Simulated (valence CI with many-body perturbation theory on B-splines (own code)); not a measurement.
## Lu48+: what the settings do

Calculated by configuration interaction combined with many-body perturbation theory (CI+MBPT): five valence electrons over a frozen Dirac-Fock core [Ar], a basis of 6 s, 6 p, 5 d, 5 f, 1 g functions for each j, with the one-electron correlation potential Σ1 (screened to all orders), the two-electron term Σ2, the three-electron term Σ3, Breit, model QED; selected single and double excitations, second order for the rest, scaled by the run's own slope (own B-spline code, finite nucleus).

No measured spectrum was set against this ion. As an estimate, large intervals hold to a few tenths of a per cent, small ones and those within an open d or f shell to about a per cent. Among the levels kept, up to 420 cm⁻¹ of a level comes from second order outside the variational space, and about a tenth of that is noise between levels of different J, which matters for small intervals. Only levels of the ground parity were solved; by the run's estimate the other parity begins above the list, which can be wrong where configurations are misplaced.

The reference run has the lowest level (3d3/2^4 3d5/2) J=5/2 and an ionisation energy of 4210.26 eV. Its largest variational space holds 9997 state functions.

Levels are named by their leading jj configuration (3d3/2^4 stands for four electrons in 3d with j = 3/2), which in mixed levels can hold well under half, so a name can repeat and another be missing. Letters in brackets count levels of one name in rising energy.

Changed runs:
A. correlating orbitals by l 3 3 3 3 1 → 2 6 1 4 0; shift of the energy in Σ1 (hartree) 0 → -23.408
B. orbitals per symmetry with explicit Σ2 and valence Breit (the others get mean screening factors) 5 → 4; scale of Σ1 1 → 0; scale of Σ2 1 → 0; three-electron term on → off
C. selection threshold (hartree) 2e-08 → 1e-05
D. closed core [Ar] → [Ar] 3d1 (bad on purpose)

Excitation energies of the reference run in cm⁻¹, and shifts in cm⁻¹:

```tsv
Level	Reference	A	B	C
(3d3/2^3 3d5/2^2) J=5/2 [a]	373270	+39933	-8843	+94
(3d3/2^3 3d5/2^2) J=7/2 [a]	464298	+39887	-6198	+433
(3d3/2^3 3d5/2^2) J=11/2	475161	+39965	-8269	+92
(3d3/2^3 3d5/2^2) J=3/2 [a]	477472	+40027	-3564	+53
(3d3/2^3 3d5/2^2) J=9/2	515980	+40915	-6103	+482
(3d3/2^3 3d5/2^2) J=5/2 [b]	542801	+41857	-3450	+363
(3d3/2^3 3d5/2^2) J=1/2	567009	+43422	-2016	-93
(3d3/2^3 3d5/2^2) J=7/2 [b]	578754	+41034	-1642	+535
(3d3/2^3 3d5/2^2) J=3/2 [b]	701992	+44831	-749	+108
(3d3/2^2 3d5/2^3) J=5/2 [a]	830780	+78616	-12580	+226
(3d3/2^2 3d5/2^3) J=7/2 [a]	895590	+80371	-11505	+356
(3d3/2^2 3d5/2^3) J=11/2	899989	+80239	-14580	+438
Ionisation energy (eV)	4210.26	-7.61	-13.22	-0.043
```

Run D: It gave no result: the perturbation theory needs a core of closed shells. The program said: "the core must hold closed shells only".
